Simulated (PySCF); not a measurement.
Telling isomers of C6H10O3 apart by NMR

Method: coordinates at the GFN2-xTB level, GIAO PBE0/pcSseg-1 shieldings, in PySCF (one computed conformer, non-relativistic, equivalent nuclei averaged, isolated molecule).

δ = σ(ref) − σ, references computed at the same level: 1H (31.72 ppm) and 13C (186.93 ppm) against TMS. Where no couplings were computed, multiplicities follow the n + 1 count of equivalent neighbours, and m marks all less simple cases (inequivalent or close neighbours, rings, F or P nearby). Shifts are as computed. Against solution values, carbons near 30 ppm lie about +3 ppm off and those near 130 ppm about +5 ppm. Of 1211 compounds with measured shifts, 218 miss one by over three times the rms of a fit or turn the order of signals round; such compounds aren't used in these exercises. OH and NH positions are gas-phase values without hydrogen bonding to other molecules.

(1) Tabulate the signals of `CC(=O)C(C)(C)OC=O`, `C=C(OCC)OC(C)=O`, `C/C(=C\COC=O)CO` and their relative energies.

(2) What is the quickest way to tell CC(=O)C(C)(C)OC=O from C=C(OCC)OC(C)=O?

(3) What is the quickest way to tell CC(=O)C(C)(C)OC=O from C/C(=C\COC=O)CO?

(4) What is the quickest way to tell C=C(OCC)OC(C)=O from C/C(=C\COC=O)CO?

## Answers

(1) 
```json
{"SMILES": "CC(=O)C(C)(C)OC=O", "carbon types": "2×C 1×CH 3×CH3", "δC": "214.1, 166.1, 83.6, 28.7, 25.7", "δH": "7.93 (s, 1H), 2.32 (s, 3H), 1.54 (s, 6H)", "E rel. (kcal/mol)": "0.0"}
{"SMILES": "C=C(OCC)OC(C)=O", "carbon types": "2×C 2×CH2 2×CH3", "δC": "173.1, 169.5, 72.0, 66.3, 23.3, 16.8", "δH": "3.96 (br s, 1H), 3.82 (q, 2H), 3.54 (br s, 1H), 2.11 (s, 3H), 1.42 (t, 3H)", "E rel. (kcal/mol)": "15.1"}
{"SMILES": "C/C(=C\\COC=O)CO", "carbon types": "1×C 2×CH 2×CH2 1×CH3", "δC": "165.5, 156.1, 120.7, 71.9, 63.5, 15.1", "δH": "8.06 (s, 1H), 5.86 (t, 1H), 4.91 (d, 2H), 4.31 (s, 2H), 2.06 (s, 3H), 0.32 (br s, 1H)", "E rel. (kcal/mol)": "20.0"}
```

Energies are electronic energies at PBE0/pcSseg-1 on these geometries, without zero-point or thermal terms, each for the one conformer computed, which needn't be the lowest.

(2) Count the carbon signals: 5 against 6. The first has an ester carbonyl carbon (CH) at 166.1 ppm, the second a β carbon of an enol-ether or enamine type C=C (CH2) at 72.0 ppm. Their most deshielded carbons lie at 214.1 and 173.1 ppm. In the proton spectra the most deshielded non-exchanging signals are 7.93 (s, 1H) and 3.96 (br s, 1H).

(3) Count the carbon signals: 5 against 6. The first has a fully substituted sp3 carbon bonded to O, α to a carbonyl (C) at 83.6 ppm, the second an allylic sp3 CH2 bonded to O at 71.9 ppm. Their most deshielded carbons lie at 214.1 and 165.5 ppm.

(4) Both give the same number of carbon signals, but DEPT or the intensities differ. The first has an ester carbonyl carbon (C) at 173.1 ppm, the second an ester carbonyl carbon (CH) at 165.5 ppm. In the proton spectra the most deshielded non-exchanging signals are 3.96 (br s, 1H) and 8.06 (s, 1H).
